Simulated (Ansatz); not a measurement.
`[NH2][GeH]([NH2])[NH2]` → `[NH2][GeH]` + `NN` at 298.15 K and 1 bar (germylene formation by 1,1-elimination).

Isolated molecules relaxed with PBE0-D4/def2-TZVP in Ansatz; ΔE leaves out vibrations. CBS: MP2 limit from def2 TZ/QZ plus the TZ coupled-cluster correction, frozen cores. This one scheme is used for every species. For Ge outer-core shells are correlated without core-valence functions, which leaves a few kJ/mol of doubt a bond. Scalar relativity is left out up to krypton. Each species was taken in one conformer, which may not be the lowest.

| species | CCSD(T)/CBS energy (Eh) | H − E (kJ/mol) | S (J/(mol·K)) |
| --- | --- | --- | --- |
| `[NH2][GeH]([NH2])[NH2]` | -2244.48417 | 247.2 | 343.4 |
| `[NH2][GeH]` | -2132.60664 | 96.5 | 259.1 |
| `NN` | -111.76471 | 152.1 | 230.0 |

H − E and S are ideal-gas, rigid-rotor, harmonic terms from PBE0-D4/def2-TZVP, for one conformer and one mirror image of each species. 1 Eh = 2625.50 kJ/mol, R = 8.31446 J/(mol·K).

**Question.** By hand: ΔE, ΔH, ΔS and ΔG.

**Answer.** ΔE = (-2132.60664) + (-111.76471) − (-2244.48417) = 0.11282 Eh = 296.2 kJ/mol. Δ(H − E) = 96.5 + 152.1 − 247.2 = 1.4, so ΔH = 297.6 kJ/mol. ΔS = 259.1 + 230.0 − 343.4 = 145.7 J/(mol·K). ΔG = 297.6 − 298.15 × (145.7)/1000 = 254.2 kJ/mol.

**Question.** By hand: the equilibrium constant, and the temperature at which ΔG would vanish if ΔH and ΔS stayed fixed.

**Answer.** log₁₀ K = −ΔG/(RT ln 10) = -44.5. ΔG = 0 at ΔH/ΔS = 2043 K.

The number of gas molecules changes by +1, which sets the sign of ΔS. A doubt of 5 kJ/mol in ΔE shifts log₁₀ K by 0.9 here. Other conformers and mirror images would add mixing entropy, several J/(mol·K) or more a flexible species. These are equilibria of isolated gas molecules and say nothing of rates. Largest T1 diagnostic: 0.015 (customary marks: 0.02 for closed shells, 0.045 for open ones).
